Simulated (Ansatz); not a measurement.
## Nudged elastic band run: C2H6F2OSi

The input (input.yaml):

```yaml
crystal:
  periodic: [false, false, false]
  atoms:
    - { symbol: C, position_ang: [-0.501246, -1.14227, 1.309315] }
    - { symbol: Si, position_ang: [0.638174, -0.735437, -0.152535] }
    - { symbol: C, position_ang: [0.266048, 1.072942, -0.741435] }
    - { symbol: O, position_ang: [-1.0484, 1.202167, -1.120229] }
    - { symbol: F, position_ang: [1.115082, 1.457977, -1.807931] }
    - { symbol: F, position_ang: [0.562626, 2.01184, 0.282384] }
    - { symbol: H, position_ang: [-0.312345, -2.155494, 1.676635] }
    - { symbol: H, position_ang: [-1.547911, -1.069728, 1.000817] }
    - { symbol: H, position_ang: [-0.330002, -0.437729, 2.128488] }
    - { symbol: H, position_ang: [2.089564, -0.746903, 0.223831] }
    - { symbol: H, position_ang: [0.408603, -1.620924, -1.340564] }
    - { symbol: H, position_ang: [-1.263193, 2.108359, -1.424876] }
basis:
  gaussian: { orbitals: "6-31G" }
hamiltonian:
  xc: pbe0
neb:
  order_check: false
  images: 5
  f_tol: 0.2
  max_iterations: 60
  initial_path: idpp
  final_atoms:
    - { symbol: C, position_ang: [-0.6488228, -1.28412553, 1.09292588] }
    - { symbol: Si, position_ang: [0.78840857, -0.59065399, 0.0664946] }
    - { symbol: C, position_ang: [0.16330508, 0.97075101, -0.89579015] }
    - { symbol: O, position_ang: [-0.31373756, 1.92119857, -0.02584004] }
    - { symbol: F, position_ang: [-0.85246569, 0.62132911, -1.82506894] }
    - { symbol: F, position_ang: [1.18392105, 1.52680583, -1.70534684] }
    - { symbol: H, position_ang: [-0.33195911, -2.16672948, 1.65657224] }
    - { symbol: H, position_ang: [-1.47791839, -1.56858791, 0.43849068] }
    - { symbol: H, position_ang: [-1.00527521, -0.52703973, 1.79703398] }
    - { symbol: H, position_ang: [1.94336164, -0.13383416, 0.90675536] }
    - { symbol: H, position_ang: [1.26512859, -1.54732654, -0.98510408] }
    - { symbol: H, position_ang: [-0.63694617, 2.72301283, -0.48722269] }
```

Launched with:

```bash
$ ansatz run input.yaml --threads 1 --pin off --max-ram 2048MiB --backend cpu --events-out ev --progress --plain --runs-dir out
```

Output, in part (warnings, iteration lines, the closing report on the highest movable image, with atoms numbered from 0):

```
NEB end point (image 0): max|allowed force component| = 6.714e-3 eV/Å (the criterion of neb.relax_end_points is 4.000e-2)
NEB end point (image 6): max|allowed force component| = 4.695e-3 eV/Å (the criterion of neb.relax_end_points is 4.000e-2)
NEB iter   1: max|band force component| = 2.432e0 eV/Å  barrier→ = 0.2625 eV  barrier← = 0.2626 eV  Δτ_max = 0.1335 Å  (179 SCF iters)
NEB iter   2: max|band force component| = 2.777e-1 eV/Å  barrier→ = 0.1008 eV  barrier← = 0.1009 eV  CI = image 3  Δτ_max = 0.0480 Å  (133 SCF iters)
NEB iter   3: max|band force component| = 2.311e-1 eV/Å  barrier→ = 0.0876 eV  barrier← = 0.0877 eV  CI = image 3  Δτ_max = 0.0591 Å  (134 SCF iters)
NEB iter   4: max|band force component| = 6.757e-2 eV/Å  barrier→ = 0.0837 eV  barrier← = 0.0838 eV  CI = image 3  Δτ_max = 0.0000 Å  (263 SCF iters)
Total energy: -17513.17972441 eV, -643.5974840126 hartree
Atom 0 at    -0.737519    -1.345165     0.908757 Å, force     0.007873    -0.024357     0.006069 eV/Å
Atom 1 at     0.738923    -0.686207    -0.083908 Å, force    -0.021518     0.015191     0.004001 eV/Å
Atom 2 at     0.367054     1.146997    -0.637727 Å, force     0.067577    -0.021336    -0.025105 eV/Å
Atom 3 at    -0.869084     1.545165    -0.191531 Å, force    -0.052512     0.045091     0.008130 eV/Å
Atom 4 at     0.432974     1.294067    -2.045903 Å, force    -0.014268    -0.008236    -0.014841 eV/Å
Atom 5 at     1.354360     2.048429    -0.166981 Å, force     0.002559     0.006814     0.021504 eV/Å
Atom 6 at    -0.549578    -2.373289     1.233873 Å, force    -0.012073     0.003279     0.004381 eV/Å
Atom 7 at    -1.644109    -1.328064     0.297778 Å, force     0.009039     0.004299    -0.003043 eV/Å
Atom 8 at    -0.910944    -0.722053     1.790325 Å, force     0.007148     0.002242    -0.007295 eV/Å
Atom 9 at     1.997907    -0.633487     0.729521 Å, force     0.002817    -0.006171    -0.005372 eV/Å
Atom 10 at     0.976718    -1.466463    -1.342545 Å, force     0.007267    -0.002924     0.004107 eV/Å
Atom 11 at    -1.079701     2.464868    -0.457758 Å, force    -0.003909    -0.013894     0.007464 eV/Å
Dipole moment:    -0.293635    -0.136910     0.199281 e Å
```

It converged. The threshold of 0.2 eV/Å is loose, so the images may lie well off the minimum-energy path. Another band between the same ends (5 images) ends at a top of the same energy, where a vibrational analysis finds 1 clearly imaginary mode. Limits of this set-up: no polarisation functions.

Final band (atoms are numbered from 1 in the order of the input):

```json
{"image": "0", "path coordinate (Å)": "0.00", "energy (kcal/mol)": "0.0", "dihedral C1–Si2–C3–F5 (°)": "178"}
{"image": "1", "path coordinate (Å)": "0.74", "energy (kcal/mol)": "0.4", "dihedral C1–Si2–C3–F5 (°)": "-163"}
{"image": "2", "path coordinate (Å)": "1.47", "energy (kcal/mol)": "1.4", "dihedral C1–Si2–C3–F5 (°)": "-143"}
{"image": "3", "path coordinate (Å)": "2.20", "energy (kcal/mol)": "1.9", "dihedral C1–Si2–C3–F5 (°)": "-122"}
{"image": "4", "path coordinate (Å)": "2.93", "energy (kcal/mol)": "1.4", "dihedral C1–Si2–C3–F5 (°)": "-103"}
{"image": "5", "path coordinate (Å)": "3.66", "energy (kcal/mol)": "0.4", "dihedral C1–Si2–C3–F5 (°)": "-83"}
{"image": "6", "path coordinate (Å)": "4.39", "energy (kcal/mol)": "0.0", "dihedral C1–Si2–C3–F5 (°)": "-64"}
```

Run time: 99 s on 1 thread of Arm Neoverse V2, with other jobs on the host, peak memory 0.25 GiB.
